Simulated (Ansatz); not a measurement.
Reaction (ligand exchange at the Si–C bond): `CC[SiH](O)O` + `[OH][AlH2]` → `O[SiH](O)[O][AlH2]` + ethane

Gas-phase electronic energies from Ansatz, PBE0-D4/def2-TZVP geometries. CBS: MP2 limit from def2 TZ/QZ plus the TZ coupled-cluster correction, frozen cores. This one scheme is used for every species. One conformer a species, not always the lowest.

```json
{"species": "`CC[SiH](O)O`", "CCSD(T)/CBS(def2) energy (Eh)": "-520.46648"}
{"species": "`[OH][AlH2]`", "CCSD(T)/CBS(def2) energy (Eh)": "-319.03157"}
{"species": "`O[SiH](O)[O][AlH2]`", "CCSD(T)/CBS(def2) energy (Eh)": "-759.83312"}
{"species": "`CC`", "CCSD(T)/CBS(def2) energy (Eh)": "-79.71954"}
```

(1) Work out ΔE.

Largest T1 diagnostic among the species: 0.012.

## Answers

(1) ΔE = (-759.83312) + (-79.71954) − (-520.46648) − (-319.03157) = -0.05461 Eh = -143.4 kJ/mol.

In def2-TZVPP, CCSD(T) changes the Hartree–Fock value by +26.2 kJ/mol (the triples alone add +3.6 kJ/mol) and MP2 by +26.7 kJ/mol. From PBE to PBE0 (25 % exact exchange), in def2-TZVPP and without D4, ΔE moves by −7.7 kJ/mol.
